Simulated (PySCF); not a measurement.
SMILES N#C[CH2][GeH3], singlet, B3LYP/def2-SVP optimised geometry.

```
9

N      2.43    -0.98     0.00
C      1.27    -0.98     0.00
C     -0.18    -0.94    -0.03
Ge    -0.89     0.56    -1.15
H     -0.57    -1.89    -0.43
H     -0.58    -0.83     0.99
H     -0.39     0.38    -2.59
H     -0.40     1.89    -0.57
H     -2.43     0.48    -1.10
```

Density from B3LYP/def2-TZVP run with PySCF at that geometry.

Minimum of the electron density along straight lines between bonded atoms, close to the bond critical point (lines longer than 1.1 times the sum of covalent radii, or with two minima, are not listed):

| bond | length / Å | ρ at the minimum / e bohr⁻³ | ∇²ρ there / e bohr⁻⁵ | position (fraction from the first atom) |
|---|---|---|---|---|
| N1–C2 | 1.160 | (withheld) | -0.32 | 0.65 |
| C2–C3 | 1.453 | 0.271 | (withheld) | 0.54 |
| C3–Ge4 | 2.000 | 0.116 | (withheld) | 0.53 |
| C3–H5 | 1.102 | 0.271 | -0.91 | 0.65 |
| C3–H6 | 1.102 | 0.271 | -0.91 | 0.65 |
| Ge4–H7 | 1.538 | 0.134 | 0.06 | 0.59 |
| Ge4–H8 | 1.538 | 0.134 | 0.06 | 0.59 |
| Ge4–H9 | 1.541 | 0.133 | 0.06 | 0.59 |

**Question.** Complete the blanks.

**Answer.** 
- N1–C2, ρ at the minimum / e bohr⁻³: 0.489
- C2–C3, ∇²ρ there / e bohr⁻⁵: -0.73
- C3–Ge4, ∇²ρ there / e bohr⁻⁵: 0.08
